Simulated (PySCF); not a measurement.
## SnN: from constants to spectrum

ROHF-CCSD(T) constants of SnN, ²Π (doublet), unpaired electrons π ↑ (Sn cc-pVDZ-PP with ECP28, N cc-pVDZ; scalar-relativistic core potentials (PySCF 2.14); masses 119.9022 and 14.0031 u):

* ωe: 617.6 cm⁻¹
* ωexe: 4.65 cm⁻¹
* Be: 0.33155 cm⁻¹
* αe: 0.00285 cm⁻¹
* De to Sn + N: 1.81 eV

Q: What force constant and bond length do these constants imply?

A: Reduced mass μred = 12.539 u; k = 5.8918×10⁻⁷·μred·ωe² (u, cm⁻¹, mdyn/Å) = 2.82 mdyn/Å; Re = √(16.8576/(μred·Be)) (u, cm⁻¹, Å) = 2.014 Å.

Q: Estimate the centrifugal constant D from the Kratzer relation and find the Dunham coefficient a1.

A: D = 4Be³/ωe² = 3.82e-07 cm⁻¹; a1 = −1 − αeωe/(6Be²) = -3.67.

Correlated steps freeze 5 core orbitals. Correlated levels converge slowly with the basis: in double zeta they bind strong bonds too weakly, by up to about 1 eV, and carry superposition errors of some tenths. These are scalar-relativistic numbers at best; spin–orbit coupling would shift them, the dissociation energy most. The state is the lowest determinant that a PBE0 search found; another state may lie lower at other levels.
